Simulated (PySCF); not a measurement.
CH12Si5, SMILES [SiH3][Si]1([SiH3])[SiH2]C[SiH2]1. Geometry: B3LYP-D3(BJ)/def2-SVP. The structure was generated by enumeration, and PubChem lists no compound with its InChIKey, so it may never have been made.

Computed equilibrium geometry at B3LYP-D3(BJ)/def2-SVP (PySCF confirms it by a frequency run) as bond lengths and angles, and its point group:
point group Cs.
Atoms: Si1 Si2 Si3 Si4 C5 Si6 H7 H8 H9 H10 H11 H12 H13 H14 H15 H16 H17 H18. Bond lengths (Å): Si1–Si2 2.339, Si1–H7 1.493, Si1–H8 1.493, Si1–H9 1.493, Si2–Si3 2.343, Si2–Si4 2.370, Si2–Si6 2.370, Si3–H10 1.493, Si3–H11 1.493, Si3–H12 1.495, Si4–C5 1.915, Si4–H13 1.494, Si4–H14 1.494, C5–Si6 1.915, C5–H15 1.101, C5–H16 1.104, Si6–H17 1.494, Si6–H18 1.494. Angles (°): Si2–Si1–H7 110.5, Si2–Si1–H8 109.7, Si2–Si1–H9 110.5, H7–Si1–H8 108.8, H7–Si1–H9 108.5, H8–Si1–H9 108.8, Si1–Si2–Si3 114.6, Si1–Si2–Si4 120.7, Si1–Si2–Si6 120.7, Si3–Si2–Si4 109.8, Si3–Si2–Si6 109.8, Si4–Si2–Si6 75.2, Si2–Si3–H10 111.2, Si2–Si3–H11 111.2, Si2–Si3–H12 108.8, H10–Si3–H11 108.5, H10–Si3–H12 108.5, H11–Si3–H12 108.5, Si2–Si4–C5 89.5, Si2–Si4–H13 119.8, Si2–Si4–H14 111.5, C5–Si4–H13 115.3, C5–Si4–H14 111.0, H13–Si4–H14 108.6, Si4–C5–Si6 98.2, Si4–C5–H15 116.6, Si4–C5–H16 108.4, Si6–C5–H15 116.6, Si6–C5–H16 108.4, H15–C5–H16 108.0, Si2–Si6–C5 89.5, Si2–Si6–H17 111.5, Si2–Si6–H18 119.8, C5–Si6–H17 111.0, C5–Si6–H18 115.3, H17–Si6–H18 108.6.
Charge 0, spin multiplicity 1.
